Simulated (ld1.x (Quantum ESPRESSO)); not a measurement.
# Configuration tests for Hf (TM)

- Element: Hf
- Generator: ld1.x (Quantum ESPRESSO) 7.5
- Type: norm-conserving Troullier–Martins (Kleinman–Bylander form)
- Functional: PBEsol
- Relativity: fully relativistic
- Frozen core: [Kr] 4d10 4f14
- Valence charge: 12
- Reference configuration: 5s2 5p6 5d3 6s1 6p0
- Partial waves: 5s (bound): rc 1.25 bohr; 5p (bound): rc 1.80 bohr; 5d (bound): rc 3.00 bohr
- Local potential: all-electron potential smoothed inside 1.60 bohr (lloc = -1)
- Core correction: none

Open shells are filled in proportion to 2j + 1 (rel_dist='average').

Occupied shells without a wave of their own: 6s. They enter only through the test configuration that unscreens the potential.

Energies are relative to the spin-unpolarised reference configuration 5s2 5p6 5d3 6s1 6p0; without spin polarisation the order of configurations can differ from experiment. The frozen-core shift is the all-electron ΔE with the core orbitals held at their reference shape minus the fully relaxed ΔE.

```tsv
valence configuration	charge	ΔE all-electron (eV)	error AE − PS (meV)	frozen-core shift (meV)
5s2 5p6 5d2 6s2 6p0	0	-2.590	-31	+3.5
5s2 5p6 5d2 6s1 6p0	+1	5.421	-0.2	+5.3
5s2 5p6 5d1 6s2 6p0	+1	3.952	-32	+28
5s2 5p6 5d3 6s0 6p0	+1	7.417	+46	+0.6
5s2 5p6 5d1 6s0 6p0	+3	41.349	+87	+104
5s1 5p6 5d2 6s2 6p0	+1	70.437	-343	+367
```

(1) What are ΔE and the potential's error for 5s2 5p6 5d2 6s0 6p0?

Levels in the configuration 5s1 5p6 5d2 6s2 6p0:

| level | all-electron (eV) | pseudo (eV) |
| --- | --- | --- |
| 5s j=1/2 | -79.620 | -80.217 |
| 5p j=1/2 | -53.463 | -54.027 |
| 5p j=3/2 | -45.278 | -45.756 |
| 5d j=3/2 | -12.574 | -12.638 |
| 5d j=5/2 | -11.915 | -11.983 |
| 6s j=1/2 | -12.399 | -12.405 |

## Answers

(1) ΔE = 19.585 eV all-electron; the error (AE − PS) is +60 meV.

ld1.x printed “convergence not achieved” for 7 of the counted tests; their residual had stalled under 1e-8, short of the target of 1e-14. The 6s level has no wave, so the channel is fitted at the deeper level alone: the likely source of the large errors.
